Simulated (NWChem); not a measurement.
SiAsH5O2; SMILES [AsH2][SiH](O)O

```xyz
9

Si    -0.0040    -1.0258    -0.3755
O      1.4345    -1.5357     0.3306
O     -1.3640    -1.7655     0.2794
As    -0.0195     1.3070     0.0836
H     -0.0751    -1.4162    -1.8232
H      1.6666    -2.4649     0.1515
H     -1.5312    -1.5485     1.2140
H      1.1424     1.5389    -0.8998
H     -1.0659     1.5300    -1.0255
```
Atoms are numbered in this order, from 1.

All runs: NWChem. Pople sets run with spherical d functions. All runs use the structure optimised with PBE-D3(BJ)/def2-SVP. B3LYP is NWChem's, with the RPA form of VWN correlation. Ions are spin-unrestricted doublets at the neutral geometry; other ion states weren't tried.

Problem. Among these, which level gives the lowest value of “−ε(HOMO) (eV)”?
A. PBE/6-31G*
B. Hartree-Fock/6-31G*
C. M06-2X/6-31G*
D. CAM-B3LYP/6-31G*

Solution. A, PBE/6-31G*. Values: PBE/6-31G* 6.18; M06-2X/6-31G* 8.43; CAM-B3LYP/6-31G* 8.54; Hartree-Fock/6-31G* 9.85
